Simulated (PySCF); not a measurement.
Work out the structure from these simulated measurements.

Formula: C6H5ClO.

| Property | Result |
| --- | --- |
| Dipole | 0.97 D [B3LYP/def2-SVPD] |
| NMR, other nuclei | isotropic shieldings of nuclei other than C and H, by class: 198 (1 O), 686 (1 Cl) ppm [GIAO KT2/pcSseg-2] |
| Valence photoelectron | vertical ionisation energy: 8.63 eV [ΔSCF B3LYP/def2-SVPD] |
| Rotational structure | rotational constants A, B, C: 3.453, 1.199, 0.890 GHz [PBE0-D3(BJ)/def2-SVP] |
| 1H NMR | chemical shifts (computed TMS as zero) by class: 7.06 (1 H), 6.75 (1 H), 6.59 (1 H), 6.44 (1 H), 3.79 (1 H) ppm [GIAO KT2/pcSseg-2] |
| UV, strongest line | among the 10 lowest singlet transitions: S7 at 6.51 eV (190 nm, f = 0.591) [TDDFT B3LYP/def2-SVPD] |
| Triplet | lowest triplet excitation (Tamm–Dancoff): 3.95 eV [TDA B3LYP/def2-SVPD] |
| 13C NMR | chemical shifts (computed TMS as zero) by class: 158.2 (1 C), 140.9 (1 C), 128.8 (1 C), 119.5 (1 C), 113.0 (1 C), 110.0 (1 C) ppm [GIAO KT2/pcSseg-2] |
| Polarisability | 88.7 au [B3LYP/def2-SVPD] |
| UV, first state | lowest singlet excitation: 4.95 eV (251 nm, f = 0.036) [TDDFT B3LYP/def2-SVPD] |

Gas-phase values; electronic properties from PySCF, density fitting. Levels stand in brackets. One conformer (not necessarily the lowest) at the PBE0-D3(BJ)/def2-SVP geometry, without solvent, vibrations or thermal averaging. Each NMR value is the plain mean over a class of atoms that symmetry, rotation or inversion makes alike.

**Question.** Give a SMILES that accounts for the data.

**Answer.** Numbering: `[OH:1][c:2]1[cH:3][cH:4][cH:5][c:6]([Cl:7])[cH:8]1`. Its formula, C6H5ClO, gives 4 degrees of unsaturation: 1 ring and 3 π bonds in the structure found (Kekulé form). 6 carbons fall into 6 classes; from least to most shielded: aromatic carbon bearing oxygen [C2] (158.2 ppm), aromatic C–Cl carbon [C6] (140.9 ppm), aromatic CH carbon [C4] (128.8 ppm), aromatic CH carbon [C5] (119.5 ppm), aromatic CH carbon [C8] (113.0 ppm), aromatic CH carbon [C3] (110.0 ppm). Hydrogen classes from least to most shielded: 1 H on an aromatic CH carbon, C4 (7.06 ppm), 1 H on an aromatic CH carbon, C5 (6.75 ppm), 1 H on an aromatic CH carbon, C3 (6.59 ppm), 1 H on an aromatic CH carbon, C8 (6.44 ppm), 1 H on a phenol-type oxygen, O1 (3.79 ppm). The other shieldings belong to: 198 ppm, phenol-type oxygen [O1]; 686 ppm, aryl chlorine [Cl7]. S1 is mainly HOMO→LUMO (weight 0.75); the largest Löwdin shares of the orbital it empties are 0.21 on an aromatic CH carbon, 0.16 on an aromatic CH carbon, 0.16 on the phenol-type oxygen and 0.14 on the aromatic carbon bearing oxygen, of the orbital it fills 0.19 on an aromatic CH carbon, 0.18 on the aromatic C–Cl carbon, 0.18 on an aromatic CH carbon and 0.17 on an aromatic CH carbon. The optimised geometry has point group Cs and is an asymmetric top. Structure: 3-chlorophenol, `Oc1cccc(Cl)c1`. Computed isomers that give other values at the same levels: `Oc1ccccc1Cl` (rotational constant A: 3.014 GHz; this holds for the one conformer computed). The assignments are read from this structure; whether some other isomer fits the data as well wasn't checked.

Shape of the structure used: `[OH:1][c:2]1[cH:3][cH:4][cH:5][c:6]([Cl:7])[cH:8]1`: H–O1–C2–C3 180°.
